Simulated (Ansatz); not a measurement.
SbCl, multiplicity 3 (the spin of the measured ground state), most abundant isotopes (34.9689 and 120.9038 u). Constants from fifth-degree fits in 1/R to seven points on the lowest solution found; no spin–orbit coupling, no relativity up to Kr; ω_e x_e and α_e move by some per cent with the fit.

Correlated levels freeze the inner cores; with def2 sets outer-core shells near the valence are correlated too.

Programs: Ansatz (an electronic-structure program) with Gaussian orbitals. Values without a source in brackets are computed. In def2 rows elements past Kr take small-core potentials, without spin–orbit coupling.

Total energies (hartree; each atom in its lowest state at that level) and vibrational constants (cm⁻¹):

```tsv
level	E(SbCl) at r_e	E(Cl)	E(Sb)	ω_e	ω_e x_e
PBE/def2-TZVPP	-700.291014	-459.958430	-240.207425	359	1.2
B3LYP/def2-TZVPP	-700.577700	-460.167005	-240.293785	359	1.1
wB97M-V/def2-TZVPP	-700.422784	-460.125172	-240.179319	378	1.1
CCSD(T)/def2-QZVPP	-699.578362	-459.695345	-239.770196	376	1.1
```

Task: Work out D_e and D₀ in eV.

Result: 
D_e = E(Cl) + E(Sb) − E(molecule), times 27.2114 eV; D₀ = D_e − (ω_e/2 − ω_e x_e/4)/8065.54.
- PBE/def2-TZVPP: D_e = 3.406, zero point 0.022, D₀ = 3.384 eV
- B3LYP/def2-TZVPP: D_e = 3.181, zero point 0.022, D₀ = 3.159 eV
- wB97M-V/def2-TZVPP: D_e = 3.219, zero point 0.023, D₀ = 3.196 eV
- CCSD(T)/def2-QZVPP: D_e = 3.070, zero point 0.023, D₀ = 3.047 eV
No counterpoise correction is made.
